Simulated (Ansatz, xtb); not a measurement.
## GeSiH6O (SMILES [SiH3][O][GeH3]): methods side by side

The species is GeSiH6O (9 atoms), meant as a singlet with charge 0. As SMILES, `[SiH3][O][GeH3]`. The coordinates come from a PBE0-D4/def2-TZVP relaxation.

```xyz
9

Si   -0.6866    1.0331   -0.9214
O     0.5927    0.2019   -0.3394
Ge    0.8098   -1.0495    0.9017
H    -1.6975    0.1132   -1.5145
H    -0.1958    1.9648   -1.9667
H    -1.3556    1.8108    0.1593
H     2.3108   -1.3556    0.9170
H    -0.0188   -2.2805    0.4984
H     0.3293   -0.4844    2.2487
```

Quantity: the energy change with the Si1–O2 bond stretched from 1.633 to 1.878 Å, in eV. The values are calculated.

| level | kind | program | value (eV) |
| --- | --- | --- | --- |
| GFN-FF | force field | xtb | 0.32 |
| HF/def2-SVP (restricted) | Hartree–Fock | Ansatz | 0.67 |
| SVWN5/def2-SVP (restricted) | LDA | Ansatz | 0.54 |
| PBE/def2-SVP (restricted) | GGA | Ansatz | 0.41 |
| r2SCAN/def2-SVP (restricted) | meta-GGA | Ansatz | 0.52 |
| BHLYP/def2-SVP (restricted) | global hybrid | Ansatz | 0.62 |
| CAM-B3LYP/def2-SVP (restricted) | range-separated hybrid | Ansatz | 0.56 |
| B2PLYP/def2-SVP (restricted) | double hybrid | Ansatz | 0.51 |
| PBE-QIDH/def2-SVP (restricted) | double hybrid | Ansatz | 0.59 |
| BCCD(T)/def2-SVP (restricted) | coupled cluster or CI | Ansatz | 0.51 |

All-electron rows without a relativistic Hamiltonian named are non-relativistic. The first shape isn't each level's own minimum. The values span 0.32 to 0.67 eV. In the correlated wave-function rows the outer d shell of Ge is correlated, in sets not made for it.
